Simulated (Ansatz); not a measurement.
Reaction (ligand exchange at the Se–Si bond): `C[Se][SiH2]Cl` + `[SiH3][SeH]` → `C[Se][Se][SiH3]` + `[SiH3]Cl`

Gas-phase electronic energies from Ansatz, PBE0-D4/def2-TZVP geometries. CBS: MP2 limit from def2 TZ/QZ plus the TZ coupled-cluster correction, frozen cores. This one scheme is used for every species. Functionals use def2-TZVPP. For Se outer-core shells are correlated without core-valence functions, which leaves a few kJ/mol of doubt a bond. Scalar relativity is left out up to krypton. One conformer a species, not always the lowest.

```
       level  ΔE (kJ/mol)
   r2SCAN-D4         49.9
      r2SCAN         50.2
   CAM-B3LYP         48.1
MP2/def2-SVP         53.8
```

(1) What does CCSD(T)/CBS give? (Estimate.)

(2) What do rigid-rotor, harmonic-oscillator terms from PBE0-D4/def2-TZVP frequencies (298.15 K, 1 bar) make of the CCSD(T)/CBS value? (An estimate is asked.)

Largest T1 diagnostic among the species: 0.010.

Answers

(1) The calculation gave: +49.3 kJ/mol. The listed levels differ from it by 0.6, 0.9, -1.2, 4.5 kJ/mol.

(2) The calculation gave: ΔZPE = +0.5 kJ/mol, ΔH = +49.6 kJ/mol, ΔS = -15 J/(mol·K), ΔG = +54.2 kJ/mol.

From BLYP to BHLYP (50 % exact exchange), in def2-TZVPP and without D4, ΔE moves by +7.8 kJ/mol. Leaving LDA and LC-ωPBE aside and taking each functional with its dispersion term where it has one, the values, not all of them listed here, spread over 15.3 kJ/mol, from BLYP-D4 to PBE-QIDH. LDA lies +5.6 kJ/mol from PBE without D4.
